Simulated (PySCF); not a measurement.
**Correlation energy of Sb⁴⁰⁺ (antimony, charge +40)**

[Ne] 3s1, 2S determinant. Calculation: PySCF 2.14, in an even-tempered Gaussian basis (18 s from 7.3 bohr⁻², ratio 2.5; 12 p from 9.5 bohr⁻², ratio 2.5; 4 d from 35 bohr⁻², ratio 2.7; 4 f from 53 bohr⁻², ratio 2.7); scalar relativity by spin-free X2C-1e. Frozen: 1s2; 9 electrons correlated; the 22 highest virtual orbitals of each spin left out.

| level | correlation energy (mhartree) |
| --- | --- |
| CCSD | -333.77 |
| (T) | -0.11 |
| CCSD(T) | -333.88 |

Diagnostics: T1 = 8.2e-05, D1 = 0.0003, largest double amplitude 0.002.

Question: Is a single reference adequate?

Answer: Yes, within this model without spin-orbit coupling: T1 lies below 0.03 and no double amplitude reaches 0.07.

At this charge the one-electron X2C treatment keeps the bare 1/r₁₂, with no two-electron picture change or Breit term. The effect here is smaller than on the frozen 1s shell; and a scalar Hamiltonian misses the large spin-orbit splitting of the p shells, which matters for ns² → np² pairs.
